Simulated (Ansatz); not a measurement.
Two structures of GeH$_{5}$ClO$_{2}$, closed shell, reached by relaxing down either side of one saddle point (PBE0-D4/def2-TZVP). Energies are electronic, without zero-point energy. Ansatz 0.2.0; basis: def2-TZVPP and def2-QZVPP; cores frozen in the correlated methods. Filled d shells of the heavier atoms are correlated. The def2 sets are not built for correlating such inner shells, so the correlated values are less sure here. Extrapolation: Hartree–Fock as exp(−7.88 √X), correlation as X^−2.97. First:

```
9
angstrom
Ge -0.5269 1.0224 -1.0275
Cl 0.6594 -0.6777 -1.6937
H -1.8623 0.4684 -0.5330
H 0.2833 1.7369 0.0509
H -0.7037 1.8834 -2.2845
H 1.3777 -1.1367 0.5037
O 1.3020 -1.1046 1.4718
O -0.0499 -0.6853 1.6226
H -0.4797 -1.5070 1.8895
```

Second:

| atom | x (Å) | y (Å) | z (Å) |
| --- | --- | --- | --- |
| Ge1 | -0.4958 | 1.1848 | -0.1540 |
| Cl2 | 0.9503 | -2.2565 | -1.9451 |
| H3 | -1.8778 | 0.6440 | -0.5251 |
| H4 | -0.5382 | 2.1333 | 1.0488 |
| H5 | 0.2832 | 1.7474 | -1.3453 |
| H6 | 0.8033 | -1.4607 | -0.9185 |
| O7 | 0.5408 | -0.2367 | 0.3366 |
| O8 | -0.1728 | -0.8721 | 1.4084 |
| H9 | 0.5070 | -0.8838 | 2.0941 |

Question: Which bonds change from the first to the second?

Answer: GeH₃Cl ([Cl][GeH3]) + H₂O₂ ([OH][OH]) → GeH₄O₂ ([OH][O][GeH3]) + HCl; bonds formed: Ge1–O7, Cl2–H6; bonds broken: Ge1–Cl2, H6–O7.

Question: Give the saddle point's structure and its height above each. (To be estimated.)

Answer: Computed: 1.245 eV above the first and 0.772 eV above the second (CCSD(T) at an estimated basis limit (MP2 extrapolated from triple and quadruple zeta, plus CCSD(T) − MP2 in triple zeta)).
```
9
angstrom
Ge -0.3964 0.8751 -0.5654
Cl 0.3944 -1.1677 -2.0210
H -1.7970 0.4226 -0.9629
H -0.4995 1.6555 0.7712
H 0.4490 1.7004 -1.5300
H 0.6156 -1.2463 -0.2255
O 0.6344 -0.5122 0.5078
O -0.0397 -0.9457 1.6785
H 0.6391 -0.7821 2.3471
```

The T1 diagnostic stays at or below 0.013.

Labels in which every atom is bracketed show which atoms are joined, not bond orders.

For scale, one of the runs: CCSD(T)/def2-TZVPP, 222 basis functions (an equivalent command: `ansatz run in.yaml --threads 4`). Time: 2.6 min of wall clock on 4 CPU threads; the host was shared. Peak host memory: 3.6 GiB.
